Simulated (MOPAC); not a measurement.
A run for MOPAC: AM1 on H2OSe (SMILES O[SeH]), a point of a bond scan (R = 2.222 Å).

```
AM1 1SCF PRECISE CHARGE=0 THREADS=1
H2OSe

Se    -0.24233438 1    -0.06337558 1     0.28131573 1
H     -1.87106963 1    -0.54942883 1    -1.15046926 1
O      1.06518061 1     0.17874174 1    -0.96080393 1
H      1.04608213 1     1.11224671 1    -1.20509589 1
```

It printed:

```
*******************************************************************************
 **                                                                           **
 **                              MOPAC v23.2.5                                **
 **                                                                           **
 *******************************************************************************
 ** MOPAC's Digital Object Identifier: https://doi.org/10.5281/zenodo.6511958 **
 **                                                                           **
 ** Please cite the open-source release paper for use of this MOPAC version:  **
 ** J. E. Moussa and J. J. P. Stewart (2026)                                  **
 ** MOPAC: An open-source semiempirical molecular orbital program             **
 ** J. Open Source Softw., 11(119), 8025, https://doi.org/10.21105/joss.08025 **
 *******************************************************************************

                              AM1 CALCULATION RESULTS

 *******************************************************************************
 *  AM1        - The AM1 Hamiltonian to be used
 *
 *
 *
 *                 CHARGE ON SYSTEM = 0
 *
 *
 *
 *  PRECISE    - TIGHTER CRITERIA TO BE USED
 *  1SCF       - DO 1 SCF AND THEN STOP
 *  THREADS=1  - MULTI-THREADING NOT USED
 *  T=         - A TIME OF 172800.0 SECONDS REQUESTED
 *  DUMP=N     - RESTART FILE WRITTEN EVERY 7200.0 SECONDS REQUESTED
 *******************************************************************************
AM1 1SCF PRECISE CHARGE=0 THREADS=1
 H2OSe

   ATOM   CHEMICAL          X               Y               Z
  NUMBER   SYMBOL      (ANGSTROMS)     (ANGSTROMS)     (ANGSTROMS)

     1      Se         -0.24233438  *  -0.06337558  *   0.28131573  *
     2       H         -1.87106963  *  -0.54942883  *  -1.15046926  *
     3       O          1.06518061  *   0.17874174  *  -0.96080393  *
     4       H          1.04608213  *   1.11224671  *  -1.20509589  *



          CARTESIAN COORDINATES

    NO.       ATOM           X           Y           Z

     1        Se         -0.2423     -0.0634      0.2813
     2         H         -1.8711     -0.5494     -1.1505
     3         O          1.0652      0.1787     -0.9608
     4         H          1.0461      1.1122     -1.2051

  H: (AM1): M.J.S. DEWAR ET AL, J. AM. CHEM. SOC. 107 3902-3909 (1985)
  O: (AM1): M.J.S. DEWAR ET AL, J. AM. CHEM. SOC. 107 3902-3909 (1985)
 Se: (AM1): J. J. P. STEWART, J. MOL. MOD., 10, 155-164 (2004)

           Empirical Formula: H2 O Se  =     4 atoms



      MOLECULAR POINT GROUP   :   C1


      RHF CALCULATION, NO. OF DOUBLY OCCUPIED LEVELS = 7


 -------------------------------------------------------------------------------
 AM1 1SCF PRECISE CHARGE=0 THREADS=1
 H2OSe



     1SCF WAS SPECIFIED, SO BFGS WAS NOT USED
     SCF FIELD WAS ACHIEVED


                              AM1 CALCULATION
                                                       MOPAC v23.2.5 Linux




          FINAL HEAT OF FORMATION =         24.11659 KCAL/MOL =     100.90381 KJ/MOL


          COSMO AREA              =         82.34 SQUARE ANGSTROMS
          COSMO VOLUME            =         64.21 CUBIC ANGSTROMS

          IONIZATION POTENTIAL    =          7.648482 EV
          HOMO LUMO ENERGIES (EV) =         -7.648 -1.460
          NO. OF FILLED LEVELS    =          7
          MOLECULAR WEIGHT        =         96.9752         POINT GROUP:  C1

          MOLECULAR DIMENSIONS (Angstroms)

            Atom       Atom       Distance
            H     4    H     2     3.35767
           Se     1    H     2     1.50819
            H     4    O     3     0.73326


          SCF CALCULATIONS        =          1





   ATOM   CHEMICAL          X               Y               Z
  NUMBER   SYMBOL      (ANGSTROMS)     (ANGSTROMS)     (ANGSTROMS)

     1      Se         -0.24233438  *  -0.06337558  *   0.28131573  *
     2       H         -1.87106963  *  -0.54942883  *  -1.15046926  *
     3       O          1.06518061  *   0.17874174  *  -0.96080393  *
     4       H          1.04608213  *   1.11224671  *  -1.20509589  *

                             CARTESIAN COORDINATES

   1   Se       -0.242334380    -0.063375580     0.281315730
   2    H       -1.871069630    -0.549428830    -1.150469260
   3    O        1.065180610     0.178741740    -0.960803930
   4    H        1.046082130     1.112246710    -1.205095890


           Empirical Formula: H2 O Se  =     4 atoms



      MOLECULAR POINT GROUP   :   C1


                  EIGENVALUES
 -35.43526 -19.79356 -16.74623 -13.36074 -12.96747  -9.46249  -7.64848  -1.46042
   0.22844   5.22643


              NET ATOMIC CHARGES AND DIPOLE CONTRIBUTIONS

  ATOM NO.   TYPE          CHARGE      No. of ELECS.   s-Pop       p-Pop
    1         Se           0.165162        5.8348     1.97180     3.86303
    2          H           0.040718        0.9593     0.95928
    3          O          -0.401675        6.4017     1.90141     4.50027
    4          H           0.195795        0.8042     0.80420
 DIPOLE           X         Y         Z       TOTAL
 POINT-CHG.    -1.629     0.543     0.719     1.862
 HYBRID         0.065     0.593    -0.686     0.909
 SUM           -1.565     1.137     0.032     1.934


          ATOMIC ORBITAL ELECTRON POPULATIONS

     Atom    s        px        py        pz
    1 Se   1.97180   0.97860   1.92500   0.95943
    2  H   0.95928
    3  O   1.90141   1.56640   1.30225   1.63162
    4  H   0.80420

 **********************
 *                    *
 * JOB ENDED NORMALLY *
 *                    *
 **********************




 == MOPAC DONE ==
```

The run finished.

Cost: around 0.03 core-seconds (rough).
